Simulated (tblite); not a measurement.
A geometry optimisation, step by step.

Species: C4H9F3SeSi.
Bonds: C1–C2, C2–C3, C2–Se4, Se4–Si5, Si5–C6, C6–F7, C6–F8, C6–F9. Hydrogens: H10, H11, H12 on C1; H13 on C2; H14, H15, H16 on C3; H17, H18 on Si5.

Computed with GFN2-xTB (tblite), gas phase: L-BFGS steps from a force-field or distance-geometry start until the largest atomic force falls under 0.01 eV/Å. 10 of its 110 geometries are shown.

Step 0: E = -877.6503 eV, largest atomic force 2.246 eV/Å
```
atom  x, y, z in Å  |  force x, y, z in eV/Å
C1     -1.456    1.102   -0.437   -1.182   1.611  -1.025
C2     -1.403    0.174    0.720   -1.242   0.667   0.673
C3     -2.427   -0.914    0.494   -0.627  -0.108  -0.110
Se4     0.279   -0.645    1.067    1.676  -0.511   1.094
Si5     1.767   -0.680   -0.592   -1.268  -1.244  -1.028
C6      3.257    0.279    0.017    0.333  -0.053   0.353
F7      3.542   -0.196    1.278    0.376   0.837  -0.965
F8      2.859    1.588    0.126    1.320  -0.698  -0.028
F9      4.366    0.099   -0.789   -0.910   0.864   1.220
H10    -2.545    1.393   -0.545    0.969  -0.131   0.000
H11    -0.926    2.062   -0.266    0.026  -0.763  -0.282
H12    -1.196    0.630   -1.406    0.217   0.325   0.668
H13    -1.701    0.745    1.652    0.606  -0.487  -0.624
H14    -2.161   -1.809    1.099   -0.584   0.515  -0.530
H15    -2.411   -1.122   -0.600   -0.311  -0.362   0.920
H16    -3.408   -0.474    0.800    0.546  -0.849  -0.399
H17     2.244   -2.066   -0.756   -0.037   0.228   0.034
H18     1.311   -0.159   -1.874    0.096   0.158   0.030
```

Step 12: E = -878.3595 eV, largest atomic force 0.226 eV/Å
```
atom  x, y, z in Å  |  force x, y, z in eV/Å
C1     -1.463    1.156   -0.448   -0.066   0.027  -0.031
C2     -1.471    0.179    0.707    0.198  -0.062   0.065
C3     -2.472   -0.943    0.493    0.000   0.005  -0.024
Se4     0.384   -0.537    1.181   -0.081   0.012   0.066
Si5     1.707   -0.749   -0.614   -0.125   0.014   0.007
C6      3.232    0.271    0.013    0.091   0.002   0.047
F7      3.591   -0.138    1.247    0.070  -0.017   0.033
F8      2.981    1.591    0.120   -0.009  -0.001  -0.072
F9      4.330    0.156   -0.757    0.011  -0.004  -0.031
H10    -2.485    1.499   -0.596   -0.071   0.059  -0.038
H11    -0.845    2.034   -0.274    0.103  -0.119   0.122
H12    -1.140    0.674   -1.368    0.031  -0.036  -0.017
H13    -1.657    0.702    1.651   -0.220  -0.003  -0.053
H14    -2.260   -1.809    1.116    0.047   0.059   0.047
H15    -2.478   -1.260   -0.546    0.094  -0.066  -0.043
H16    -3.473   -0.595    0.738   -0.016   0.059   0.007
H17     2.216   -2.101   -0.817   -0.008  -0.009  -0.007
H18     1.295   -0.124   -1.857   -0.050   0.081  -0.079
```

Step 24: E = -878.4252 eV, largest atomic force 0.256 eV/Å
```
atom  x, y, z in Å  |  force x, y, z in eV/Å
C1     -1.415    1.149   -0.431   -0.066   0.028  -0.018
C2     -1.506    0.170    0.725   -0.087   0.033  -0.155
C3     -2.454   -0.998    0.473    0.027   0.079  -0.009
Se4     0.349   -0.465    1.266   -0.063   0.042   0.077
Si5     1.626   -0.679   -0.569    0.078   0.003   0.024
C6      3.241    0.253   -0.009    0.020   0.061   0.043
F7      3.668   -0.112    1.216   -0.058  -0.088   0.052
F8      3.023    1.582    0.060    0.030   0.075  -0.054
F9      4.298    0.085   -0.826   -0.076  -0.024  -0.082
H10    -2.389    1.604   -0.602   -0.067  -0.022   0.029
H11    -0.713    1.952   -0.206    0.008  -0.100  -0.035
H12    -1.117    0.656   -1.357    0.019  -0.002   0.106
H13    -1.830    0.715    1.625    0.140  -0.193  -0.093
H14    -2.280   -1.788    1.204   -0.085   0.084  -0.064
H15    -2.348   -1.421   -0.528    0.167   0.101   0.130
H16    -3.483   -0.648    0.576    0.094  -0.052   0.003
H17     2.084   -2.042   -0.824   -0.054  -0.050  -0.012
H18     1.238   -0.005   -1.803   -0.029   0.024   0.056
```

Step 36: E = -878.4791 eV, largest atomic force 0.203 eV/Å
```
atom  x, y, z in Å  |  force x, y, z in eV/Å
C1     -1.404    1.143   -0.419   -0.002   0.006   0.060
C2     -1.507    0.177    0.744   -0.073  -0.080  -0.016
C3     -2.377   -1.025    0.438   -0.104  -0.122  -0.124
Se4     0.328   -0.396    1.389   -0.011   0.070  -0.020
Si5     1.542   -0.613   -0.483    0.096   0.062   0.049
C6      3.227    0.254   -0.027   -0.037  -0.077  -0.047
F7      3.701   -0.117    1.178    0.022   0.024  -0.091
F8      3.132    1.600   -0.002    0.011  -0.154  -0.014
F9      4.186   -0.042   -0.931   -0.021   0.049   0.135
H10    -2.352    1.654   -0.575   -0.034  -0.010   0.089
H11    -0.639    1.890   -0.215   -0.023   0.072  -0.075
H12    -1.161    0.621   -1.343    0.025  -0.002   0.056
H13    -1.891    0.683    1.635    0.013   0.062  -0.033
H14    -2.350   -1.748    1.256   -0.014   0.098  -0.096
H15    -2.048   -1.520   -0.478    0.014   0.015   0.118
H16    -3.413   -0.705    0.293    0.168  -0.029   0.041
H17     1.884   -1.996   -0.812    0.010   0.033  -0.012
H18     1.135    0.147   -1.659   -0.038  -0.016  -0.020
```

Step 48: E = -878.5032 eV, largest atomic force 0.115 eV/Å
```
atom  x, y, z in Å  |  force x, y, z in eV/Å
C1     -1.441    1.167   -0.405   -0.066   0.013   0.075
C2     -1.505    0.195    0.757    0.032  -0.075   0.037
C3     -2.304   -1.046    0.409   -0.044  -0.028  -0.034
Se4     0.343   -0.277    1.441   -0.005   0.021  -0.072
Si5     1.515   -0.583   -0.446   -0.024  -0.042  -0.058
C6      3.240    0.200   -0.042    0.032   0.026   0.024
F7      3.725   -0.158    1.161   -0.023  -0.013   0.040
F8      3.167    1.546   -0.038    0.039   0.033   0.011
F9      4.194   -0.120   -0.937   -0.035  -0.029  -0.036
H10    -2.413    1.648   -0.503   -0.002   0.039  -0.072
H11    -0.692    1.941   -0.242   -0.045  -0.018   0.004
H12    -1.221    0.645   -1.337   -0.023   0.065   0.092
H13    -1.937    0.673    1.643    0.019   0.044  -0.084
H14    -2.390   -1.718    1.262    0.101   0.008  -0.055
H15    -1.850   -1.574   -0.429    0.007  -0.037   0.083
H16    -3.312   -0.753    0.116    0.022   0.016  -0.002
H17     1.806   -1.968   -0.818   -0.034   0.002   0.024
H18     1.066    0.190   -1.603    0.051  -0.025   0.024
```

Step 61: E = -878.5362 eV, largest atomic force 0.157 eV/Å
```
atom  x, y, z in Å  |  force x, y, z in eV/Å
C1     -1.571    1.254   -0.380    0.022  -0.042   0.032
C2     -1.523    0.231    0.742    0.003   0.085   0.029
C3     -2.182   -1.089    0.386    0.045   0.130   0.035
Se4     0.363   -0.062    1.404   -0.024   0.036  -0.025
Si5     1.491   -0.560   -0.468    0.059   0.100   0.106
C6      3.258    0.125   -0.036   -0.065  -0.056  -0.024
F7      3.705   -0.259    1.175   -0.028  -0.017  -0.055
F8      3.291    1.473   -0.038    0.030  -0.070  -0.041
F9      4.181   -0.283   -0.930    0.003   0.046   0.054
H10    -2.582    1.655   -0.454    0.041  -0.072  -0.072
H11    -0.899    2.088   -0.179   -0.026  -0.071  -0.030
H12    -1.302    0.792   -1.329   -0.012   0.084   0.015
H13    -1.996    0.661    1.628   -0.030  -0.030   0.067
H14    -2.293   -1.702    1.277    0.032  -0.068  -0.048
H15    -1.589   -1.626   -0.350   -0.015  -0.042  -0.036
H16    -3.169   -0.902   -0.033   -0.010  -0.011   0.015
H17     1.686   -1.978   -0.762   -0.013  -0.014   0.001
H18     1.125    0.187   -1.666   -0.011   0.012  -0.022
```

Step 73: E = -878.5702 eV, largest atomic force 0.122 eV/Å
```
atom  x, y, z in Å  |  force x, y, z in eV/Å
C1     -1.686    1.291   -0.358   -0.015   0.055  -0.002
C2     -1.532    0.276    0.761   -0.049   0.034  -0.049
C3     -2.038   -1.098    0.366    0.008  -0.041  -0.115
Se4     0.376    0.225    1.383    0.051  -0.018  -0.010
Si5     1.440   -0.461   -0.462    0.043  -0.092  -0.051
C6      3.259    0.036   -0.050    0.068   0.037   0.049
F7      3.622   -0.392    1.175    0.047  -0.010   0.043
F8      3.446    1.370   -0.052   -0.003   0.005  -0.013
F9      4.166   -0.468   -0.908   -0.075  -0.022  -0.001
H10    -2.737    1.537   -0.507    0.042  -0.077   0.024
H11    -1.160    2.211   -0.109   -0.015   0.008  -0.045
H12    -1.290    0.895   -1.291    0.007   0.038   0.015
H13    -2.051    0.629    1.656   -0.044  -0.015  -0.018
H14    -2.065   -1.775    1.217    0.021   0.036  -0.005
H15    -1.409   -1.539   -0.409   -0.008   0.047   0.043
H16    -3.045   -1.004   -0.042    0.012  -0.028   0.100
H17     1.505   -1.915   -0.631   -0.036   0.013  -0.025
H18     1.188    0.188   -1.750   -0.054   0.032   0.062
```

Step 85: E = -878.6004 eV, largest atomic force 0.093 eV/Å
```
atom  x, y, z in Å  |  force x, y, z in eV/Å
C1     -1.784    1.324   -0.366    0.039   0.024  -0.016
C2     -1.535    0.322    0.743    0.009  -0.035  -0.022
C3     -1.933   -1.085    0.342   -0.034  -0.009   0.044
Se4     0.386    0.398    1.339   -0.012  -0.009   0.026
Si5     1.435   -0.444   -0.446   -0.009  -0.004  -0.010
C6      3.279   -0.041   -0.018   -0.056  -0.039   0.013
F7      3.632   -0.472    1.208   -0.029   0.042   0.034
F8      3.535    1.282   -0.048    0.030  -0.055  -0.009
F9      4.143   -0.619   -0.872    0.006   0.027  -0.077
H10    -2.852    1.370   -0.579    0.066   0.033  -0.018
H11    -1.438    2.316   -0.079   -0.059  -0.016   0.006
H12    -1.258    1.026   -1.271   -0.058   0.014  -0.013
H13    -2.075    0.616    1.647   -0.007   0.028   0.006
H14    -1.761   -1.785    1.159   -0.001   0.016  -0.062
H15    -1.368   -1.411   -0.530   -0.024  -0.018   0.009
H16    -2.995   -1.099    0.091    0.081  -0.032   0.034
H17     1.391   -1.901   -0.597    0.017   0.035   0.003
H18     1.189    0.209   -1.735    0.039  -0.004   0.053
```

Step 97: E = -878.6073 eV, largest atomic force 0.014 eV/Å
```
atom  x, y, z in Å  |  force x, y, z in eV/Å
C1     -1.810    1.334   -0.374   -0.008  -0.001  -0.002
C2     -1.539    0.334    0.733    0.000   0.000  -0.002
C3     -1.888   -1.086    0.337    0.002  -0.005  -0.002
Se4     0.374    0.464    1.346    0.004   0.000  -0.001
Si5     1.419   -0.417   -0.422    0.002   0.004   0.003
C6      3.276   -0.076   -0.012    0.000   0.000  -0.002
F7      3.628   -0.501    1.216    0.003   0.001   0.004
F8      3.585    1.233   -0.064    0.001  -0.008  -0.001
F9      4.104   -0.692   -0.877   -0.009  -0.005   0.002
H10    -2.869    1.318   -0.628   -0.005   0.004  -0.001
H11    -1.549    2.341   -0.057    0.007   0.007  -0.006
H12    -1.240    1.089   -1.268   -0.004   0.001  -0.001
H13    -2.095    0.617    1.631    0.000  -0.005   0.001
H14    -1.619   -1.787    1.124   -0.003  -0.008   0.003
H15    -1.371   -1.371   -0.578    0.004  -0.002  -0.004
H16    -2.960   -1.164    0.161   -0.005   0.004   0.008
H17     1.332   -1.871   -0.568    0.012   0.006   0.002
H18     1.213    0.241   -1.712   -0.001   0.009   0.000
```

Step 109: E = -878.6077 eV, largest atomic force 0.010 eV/Å
```
atom  x, y, z in Å  |  force x, y, z in eV/Å
C1     -1.806    1.331   -0.376   -0.006   0.001   0.002
C2     -1.541    0.331    0.732   -0.001   0.001   0.000
C3     -1.889   -1.090    0.336   -0.001   0.001  -0.001
Se4     0.368    0.460    1.357    0.004  -0.002   0.005
Si5     1.417   -0.408   -0.414    0.005   0.003  -0.007
C6      3.276   -0.075   -0.013    0.002   0.000  -0.002
F7      3.635   -0.497    1.214    0.001   0.006  -0.002
F8      3.595    1.231   -0.074    0.003   0.000   0.006
F9      4.092   -0.702   -0.881    0.002  -0.007   0.003
H10    -2.867    1.330   -0.622   -0.004   0.001  -0.001
H11    -1.529    2.336   -0.064    0.002  -0.007  -0.007
H12    -1.247    1.075   -1.273   -0.002   0.002   0.004
H13    -2.102    0.613    1.628   -0.002   0.005   0.008
H14    -1.629   -1.790    1.127   -0.004   0.001  -0.001
H15    -1.365   -1.378   -0.574   -0.002  -0.002  -0.006
H16    -2.960   -1.163    0.152    0.001  -0.005   0.003
H17     1.337   -1.861   -0.571   -0.002   0.001  -0.002
H18     1.205    0.264   -1.696    0.003   0.001  -0.002
```

Problem. Summarise the path.

Solution. The energy falls by 22.08 kcal/mol from step 0 to step 109; nine tenths of that is first reached at step 52. It falls at every step. The largest force goes from 2.246 to 0.010 eV/Å. Among the bonds C2–Se4 changes most, from 1.903 to 2.013 Å; the atoms move by 0.683 Å rms after alignment.

Problem. Follow the three bonds and two angles with the largest change from start to end.

Solution. 
```
step  E above end (kcal/mol)  largest force (eV/Å)  C2–Se4 (Å)  Si5–C6 (Å)  C1–H10 (Å)  C2–Se4–Si5 (°)  Se4–Si5–H17 (°)
   0                   22.08                 2.246       1.903       1.874       1.132           117.5            108.3
   5                    7.29                 0.342       2.045       1.941       1.095           111.5            109.9
   9                    6.23                 0.248       2.025       1.956       1.088           111.8            112.1
  14                    5.41                 0.305       2.039       1.936       1.093           112.6            115.2
  19                    4.83                 0.129       2.038       1.949       1.088           111.3            116.1
  24                    4.21                 0.256       2.034       1.947       1.089           109.3            114.2
  28                    3.54                 0.142       2.032       1.942       1.089           106.7            112.6
  33                    3.12                 0.127       2.022       1.942       1.088           105.5            113.0
  38                    2.81                 0.130       2.035       1.937       1.088           104.2            113.9
  43                    2.59                 0.073       2.018       1.940       1.088           103.1            116.1
  47                    2.46                 0.135       2.024       1.938       1.087           103.1            116.5
  52                    2.16                 0.136       2.027       1.940       1.089           103.4            117.0
  57                    1.89                 0.089       2.021       1.939       1.090           104.5            117.4
  62                    1.57                 0.121       2.019       1.942       1.089           103.1            116.9
  66                    1.38                 0.114       2.008       1.930       1.089           103.2            117.2
  71                    1.03                 0.154       2.011       1.936       1.091           101.8            115.4
  76                    0.72                 0.102       2.011       1.930       1.089           101.7            114.1
  81                    0.41                 0.117       2.011       1.937       1.090           101.8            114.5
  85                    0.17                 0.093       2.012       1.936       1.090           101.4            116.3
  90                    0.05                 0.073       2.012       1.933       1.089           100.9            116.7
  95                    0.01                 0.017       2.014       1.932       1.089           100.1            116.3
 100                    0.01                 0.017       2.013       1.932       1.089           100.2            116.3
 104                    0.00                 0.016       2.013       1.931       1.089           100.1            116.3
 109                    0.00                 0.010       2.013       1.931       1.089           100.0            116.5
```

What follows is the cost of the whole relaxation. Hardware: one thread of an Arm Neoverse V1, no GPU, shared host with 32 logical CPUs at a one-minute load of 30. Cost: 1.0 s wall.
